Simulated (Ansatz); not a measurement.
Born–Oppenheimer molecular dynamics of CH7FOSi2 (12 atoms, charge 0, multiplicity 1). It starts at the highest image of a converged band. Of that band: Beside the main top the profile has a ripple of under 15 meV (maxima at images 1, 6), which may be a very shallow well or noise. Neighbouring images differ by up to 1.4 eV, so the band resolves the path poorly. A vibrational analysis at the climbing image gives one clearly imaginary mode, 1474i cm⁻¹: a first-order saddle point.

The calculation used RKS PBE0/def2-SVP (Ansatz).

| Property | Result |
| --- | --- |
| ensemble | NVE (velocity Verlet) |
| time step | 0.5 fs |
| steps asked | 127 |
| starting velocities drawn for | 300 K |
| seed | 4976 |

First frame:

```xyz
12
Properties=species:S:1:pos:R:3
O -2.305 -0.731 1.434
Si -1.408 -0.007 -0.113
Si 0.878 -0.242 0.385
C 1.808 0.286 -1.198
F 1.253 1.463 -1.672
H -3.004 -0.130 1.737
H -2.595 -1.053 0.215
H -1.689 1.467 0.012
H 1.226 -1.667 0.686
H 1.312 0.605 1.542
H 1.716 -0.491 -1.978
H 2.885 0.445 -1.016
```

**Question.** How far do the bonds stretch over the last three quarters of this one trajectory? (Pairs bonded in most of those frames.)

**Answer.** 
```
   bond  mean (Å)  spread (Å)  shortest  longest
 O1–Si2     1.744       0.123      1.55     1.91
  O1–H6     0.965       0.007      0.95     0.98
Si2–Si3     2.354       0.056      2.28     2.43
 Si2–H7     1.657       0.191      1.33     1.96
 Si2–H8     1.520       0.051      1.43     1.61
 Si3–C4     1.923       0.053      1.85     2.00
 Si3–H9     1.499       0.006      1.49     1.51
Si3–H10     1.501       0.013      1.48     1.53
  C4–F5     1.400       0.025      1.36     1.44
 C4–H11     1.107       0.017      1.08     1.13
 C4–H12     1.104       0.026      1.07     1.14
```

Mean temperature of the second half: 1209 K. The conserved energy stayed within 0.33 meV per atom of its start (net change 0.044 meV per atom), so the integration is sound. The kinetic energy rose, since the run started high on the potential surface and went downhill. A run of 0.064 ps of so small a system gives no equilibrium averages. The orbitals stay closed-shell, which can raise the energy where a bond breaks towards radicals; this wasn't checked here.

The run took 4.6 min on 2 threads of AMD EPYC 7R13 Processor (Zen 3) (shared host), peak memory 0.29 GiB.
